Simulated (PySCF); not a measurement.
Compound: C4H9FS2Si.
Numbering: `[CH3:1][C@@H:2]1[SiH2:3][S:4][CH2:5][S:6][C@@H:7]1[F:8]`

Geometry (GFN2-xTB, Å), atoms numbered from 1 in this order:
```xyz
17
C4H9FS2Si angstrom
C     -2.1917    0.1707   -0.3369
C     -0.7554   -0.3476   -0.3577
Si    -0.1163   -0.6944    1.4106
S      1.9158   -1.3740    1.2510
C      2.5454   -0.0793    0.1324
S      1.7841   -0.0165   -1.5101
C      0.1348    0.6536   -1.0753
F      0.2953    1.7812   -0.3070
H     -2.2432    1.1277    0.1768
H     -2.5693    0.3033   -1.3497
H     -2.8377   -0.5314    0.1832
H     -0.7217   -1.2698   -0.9467
H     -0.8317   -1.8202    1.9843
H     -0.1497    0.5324    2.2004
H      3.5961   -0.2988   -0.0376
H      2.4323    0.8945    0.6027
H     -0.2941    0.9806   -2.0303
```

NICS is the negative of the GIAO shielding at a point without a nucleus: at the ring centre (0) and 1 Å above and below it (1); zz is the component along the ring normal. Level: GIAO PBE0/pcSseg-1 (PySCF, non-relativistic, gas phase) on the GFN2-xTB geometry, one conformer.

Ring bond lengths (Å), with Mayer bond orders in brackets: C2–Si3 1.912 (0.84), Si3–S4 2.149 (0.97), S4–C5 1.823 (0.98), C5–S6 1.811 (0.98), S6–C7 1.833 (1.03), C7–C2 1.520 (0.96).

Question: What do the NICS probes read (ppm)?

Answer: 
```
              ring                                                      type  NICS(0)  NICS(1), two faces  NICS(1)zz, two faces  rms pucker (Å)  centre to ring atoms, mean (Å)
C2–Si3–S4–C5–S6–C7  6-membered ring with 2 S and Si; formal bonds all single     -1.9         -1.8 / -1.1             4.9 / 6.3            0.32                            1.75
```

Question: What do they say, and how far can they be read as aromaticity?

Answer: 
- C2–Si3–S4–C5–S6–C7: mean NICS(1)zz 5.6 ppm, deshielded. C2, Si3, C5, C7 have four or more neighbours, and the NICS criterion for π rings isn't applied.

Time: 35 s of wall time; peak memory 0.92 GiB. Hardware: one thread, Intel Xeon Platinum 8488C (x86_64), shared host. This is the whole shielding run at PBE0/pcSseg-1, SCF included.
